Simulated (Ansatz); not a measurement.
`O[Si](O)(O)CCC(F)(F)C(F)(F)C(F)(F)C(F)(F)C(F)(F)C(F)(F)F`, relaxed as a singlet with RKS PBE-D4/def2-SVP in Ansatz, starting from the GFN2-xTB geometry. Force threshold 0.03 eV/Å.

Start:

Cartesian coordinates in Å:
```
O 1.156 1.319 -2.568
Si 2.550 0.503 -2.478
O 3.222 0.438 -3.955
O 3.552 1.273 -1.463
C 2.265 -1.297 -1.879
C 2.117 -1.482 -0.371
C 1.020 -0.687 0.322
F 1.029 -1.024 1.645
F 1.244 0.646 0.306
C -0.430 -0.962 -0.171
F -0.715 -2.261 0.054
F -0.548 -0.776 -1.498
C -1.552 -0.084 0.474
F -1.355 1.204 0.144
F -2.717 -0.451 -0.097
C -1.696 -0.164 2.023
F -0.734 0.579 2.594
F -1.535 -1.428 2.447
C -3.075 0.340 2.560
F -4.063 -0.459 2.127
F -3.047 0.238 3.900
C -3.432 1.817 2.203
F -4.440 2.225 2.963
F -3.806 1.924 0.935
F -2.407 2.634 2.408
H 0.548 1.160 -3.283
H 4.166 0.355 -4.044
H 3.184 1.764 -0.733
H 3.120 -1.907 -2.171
H 1.409 -1.732 -2.392
H 1.929 -2.531 -0.126
H 3.042 -1.175 0.125
```

```
         step  energy (eV)  largest force component (eV/Å)  SCF passes
            1  -57658.6078                           1.653          22
            2  -57658.8582                           0.922          20
            3  -57658.9226                           0.148          20
            4  -57658.9270                           0.318          19
            5  -57658.9390                           0.063          20
            6  -57658.9439                           0.076          20
            7  -57658.9508                           0.351          19
            8  -57658.9573                           0.326          20
            9  -57658.9627                           0.745          19
           10  -57659.0118                           0.310          19
11 (rejected)  -57658.9571                           0.758          25
           12  -57659.0387                           0.463          19
           13  -57659.0527                           0.231          19
14 (rejected)  -57659.0184                           0.486          19
           15  -57659.0624                           0.074          20
           16  -57659.0678                           0.072          20
           17  -57659.0715                           0.330          20
18 (rejected)  -57659.0700                           0.447          20
           19  -57659.0757                           0.023          20
           20  -57659.0768                           0.117          20
           21  -57659.0775                           0.074          21
           22  -57659.0782                           0.029          20
```

Force components are those of the run's own axes.

End:

Cartesian coordinates in Å:
```
O 1.3285 1.4200 -2.5949
Si 2.6846 0.4455 -2.4605
O 3.4679 0.2386 -3.9182
O 3.7549 1.2064 -1.4194
C 2.2901 -1.3214 -1.9229
C 2.0875 -1.5800 -0.4238
C 1.0240 -0.7797 0.3155
F 1.0678 -1.1243 1.6389
F 1.2780 0.5713 0.2384
C -0.4431 -1.0018 -0.1579
F -0.7623 -2.3014 0.0272
F -0.5144 -0.7392 -1.5066
C -1.5754 -0.1035 0.4632
F -1.3803 1.1698 0.0400
F -2.7382 -0.5669 -0.0637
C -1.7065 -0.0915 2.0175
F -0.7186 0.6760 2.5311
F -1.5777 -1.3614 2.4757
C -3.0721 0.4336 2.5935
F -4.0508 -0.4440 2.2793
F -2.9181 0.4559 3.9409
C -3.5357 1.8581 2.1581
F -4.5796 2.2220 2.9176
F -3.9200 1.8578 0.8716
F -2.5454 2.7485 2.3228
H 0.4824 0.9597 -2.4588
H 3.7827 1.0625 -4.3278
H 3.2981 1.7021 -0.7162
H 3.1720 -1.9119 -2.2495
H 1.4398 -1.7095 -2.5191
H 1.8599 -2.6473 -0.2231
H 3.0199 -1.3441 0.1311
```

By distances, no bond broke or formed. The bond that changes most is O1–Si2, from 1.62 to 1.68 Å (atoms count from 1). A close non-bonded pair moves further: F12–H26, from 2.85 to 2.19 Å.

The force fell under the threshold at step 19, but the optimiser went on and released 0.003 eV more. No frequencies were taken in this run, so the end may be a saddle point.

Hardware: 2 threads of AMD EPYC 7R13 on a shared host and a share (18 GiB) of an NVIDIA H100 80GB HBM3. Wall time 79 s.
